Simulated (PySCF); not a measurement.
Compound: C6H10ClO (doublet state).
Cartesian coordinates in Å at the GFN2-xTB level; atoms count from 1:
```xyz
18
C6H10ClO angstrom
C     -1.4920    0.6133    0.7019
C     -0.4448   -0.1340   -0.1255
C     -1.0468   -1.1573   -1.0052
Cl    -2.5528   -0.9089   -1.7403
C      0.6367   -0.7625    0.7916
C      1.9019    0.0681    0.5169
O      1.4614    1.2679   -0.0781
C      0.4080    0.9117   -0.9283
H     -1.0014    1.3707    1.3082
H     -2.2169    1.1007    0.0548
H     -2.0204   -0.0787    1.3539
H     -0.4349   -1.9093   -1.4741
H      0.7975   -1.8139    0.5618
H      0.3343   -0.6802    1.8336
H      2.5693   -0.4692   -0.1734
H      2.4560    0.3286    1.4188
H      0.7902    0.4490   -1.8507
H     -0.1542    1.8104   -1.1775
```

The hyperfine couplings belong to this conformer and change with its torsions.

The species is `C[C@]1([CH]Cl)CCOC1` [radical].

Computed with PySCF, UKS B3LYP, pcH-1 on C Cl H O, non-relativistic, mean-field spin-orbit, GIAO. One conformer (not necessarily the lowest) at the GFN2-xTB geometry, without solvent, vibrations or thermal averaging. Couplings are sensitive to structure, and on GFN2-xTB geometries they can be far from those on DFT ones. Stability of the SCF solution: not tested.

(1) The isotropic 13C couplings are +141.2, +70.0, -26.6, +14.3, +12.1, -1.4 MHz. Assign them to C1; C2; C3; C5; C6; C8.

## Answers

(1) 
| site | a_iso (MHz) | ρ(0) (bohr⁻³) | position | distance from C3 (Å) | spin population | largest \|T\| (MHz) |
| --- | --- | --- | --- | --- | --- | --- |
| C1 | +12.1 | +0.0108 | 2 bonds from C3 | 2.50 | +0.01 | 3.2 |
| C2 | -26.6 | -0.0237 | 1 bond from C3 | 1.48 | -0.07 | 2.7 |
| C3 | +141.2 | +0.1252 | largest spin population | 0.00 | +0.93 | 157.6 |
| C5 | +14.3 | +0.0127 | 2 bonds from C3 | 2.49 | +0.02 | 5.1 |
| C6 | -1.4 | -0.0013 | 3 bonds from C3 | 3.54 | 0.00 | 0.9 |
| C8 | +70.0 | +0.0623 | 2 bonds from C3 | 2.53 | +0.05 | 12.7 |

ρ(0) is the spin density at the nucleus and T the dipolar tensor; a_iso includes a spin–orbit part; entries for several nuclei are means. Largest spin populations (Mulliken): C3 (+0.93), Cl4 (+0.09) and C2 (-0.07). C3 is the only atom above +0.15. The positive populations add up to 1.11 and the negative ones to -0.11, together 2S = 1. The angles at C3 add up to 356.8°, so it is nearly planar; its axial dipolar tensor and the negative coupling of its proton fit spin in a p orbital normal to that plane.

β density exceeds α density at some nuclei, such as C2 (-0.0237), H12 (-0.0120) and C6 (-0.0013), spin density in bohr⁻³. In a single determinant that takes different orbitals for the two spins, that is spin polarisation.

Nuclei that the bonding pattern makes equivalent are averaged, as if the motion that swaps them (rotation, inversion, ring flip) were fast.
